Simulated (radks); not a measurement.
Q: These are the eigenvalues of the occupied orbitals of an atom or ion with whole-number occupations (eV). Method: scalar-relativistic Kohn-Sham, r2SCAN, spin-polarised, spherical densities, finite nucleus; meta-GGA in the generalised Kohn-Sham scheme; Fermi nuclear charge, rms radius of each element as measured or else 0.836 A^(1/3) + 0.57 fm; computed with a radial shooting solver on a logarithmic mesh with Libxc functionals.

orbital  eigenvalue
1s up     -8240.157
1s down   -8240.100
2s up     -993.9130
2s down   -992.5013
2p up     -853.5328
2p down   -852.4352
3s up     -117.6982
3s down   -114.7590
3p up      -76.5328
3p down    -73.6024
3d up      -11.8268
3d down     -8.8984
4s up       -7.8912
4p up       -2.6213

Which element is it, and in what charge state? The configuration may be excited. Open shells, if any, are filled with parallel spins first.

A: Z = 28, nickel, charge 0: Ni in [Ar] 3d8 4s1 4p1. The list shows which subshells hold electrons but not how many an open one holds; the 1s level, -302.82 hartree, gives Z - s = 24.6 by -(Z - s)^2/2, which with screening and relativity narrows Z to a few neighbours, and the depths of the outer levels then fix element, charge and occupations together.
